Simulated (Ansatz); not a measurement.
Au₂Cl⁺, relaxed as a quintet with UKS PBE-D4/def2-TZVP in Ansatz, starting from the PBE-D4/def2-TZVP geometry of the charge +1 singlet. Force threshold 0.02 eV/Å.

In the def2 sets Au takes a core potential; there is no spin–orbit coupling. At PBE-D4/def2-TZVP a singlet of charge 1 lies 4.37 eV below the quintet, each at its own geometry. The structure comes from a short search, and lower isomers may exist.

Start:

```xyz
3

Au    0.9165   -0.7525    1.0133
Au   -0.4899    1.4743   -0.1393
Cl   -0.4265   -0.7218   -0.8740
```

| step | energy (eV) | largest force component (eV/Å) | SCF passes |
| --- | --- | --- | --- |
| 1 | -19895.4251 | 1.748 | 22 |
| 2 | -19895.5543 | 0.654 | 28 |
| 3 | -19895.5914 | 0.048 | 29 |
| 4 | -19895.5918 | 0.021 | 22 |
| 5 | -19895.5919 | 0.000 | 24 |

Force components are those of the run's own axes.

End:

```xyz
3

Au    0.929   -0.684    1.057
Au   -0.449    1.498   -0.072
Cl   -0.481   -0.813   -0.985
```

By distances, no bond broke or formed. The bond that changes most is Au2–Cl3, from 2.32 to 2.48 Å (atoms count from 1).

No frequencies were taken in this run, so the end may be a saddle point.

It took 12 s on 2 threads of Arm Neoverse V2 on a shared host.
